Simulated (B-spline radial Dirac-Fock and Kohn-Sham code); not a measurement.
**Subshell cross sections of Cr⁴⁺, photon energy 391 eV**

System: chromium as Cr⁴⁺, configuration [Ar] 3d2.

The run's input, task.json:

```json
{"items": [{
  "Z": 24,
  "q": 4,
  "cfg": [[1, 0, 2], [2, 0, 2], [2, 1, 6], [3, 0, 2], [3, 1, 6], [3, 2, 2]],
  "A": 52,
  "rrms": 3.6452,
  "do": ["binding", "quiet", "photo", "scan"],
  "hv": [40.81, 94.2, 391.0, 600, 689.0, 1253.6, 3220.0, 4370.0, 6000, 8047.8, 8180.0, 12000, 30000, 85200.0, 150000, 158000.0]
}]}
```

Launch: `python xray_run.py task.json out`

Level of theory: Dirac-Hartree-Slater photoionisation with all multipoles and Dirac-Fock thresholds; a B-spline atomic structure program. The asymmetry parameter β is from the dipole term alone. Kinetic energies are from the vacuum level. Open shells are spread statistically over j, without multiplet splitting.

The last column is dσ/dΩ = σ/(4π) · [1 + β P₂(cos θ)] at θ = 0° from the polarisation vector of linearly polarised light.

```csv
subshell,electrons,binding (eV),kinetic (eV),σ (kb),β,dσ/dΩ (kb/sr)
3s,2,150.2,240.8,101,2.00,24.0
3p1/2,2,114.8,276.2,125,1.62,26.0
3p3/2,4,113.7,277.3,248,1.62,51.8
3d3/2,0.8,67.17,323.8,21.1,1.23,3.74
3d5/2,1.2,67.06,323.9,31.3,1.23,5.54
```

Branching ratios of the spin-orbit partners (statistical value in brackets): 3p 1.99 (2.00), 3d 1.48 (1.50).

Values without a named source are computed, but for edge energies of neutral atoms, which are taken from tables.
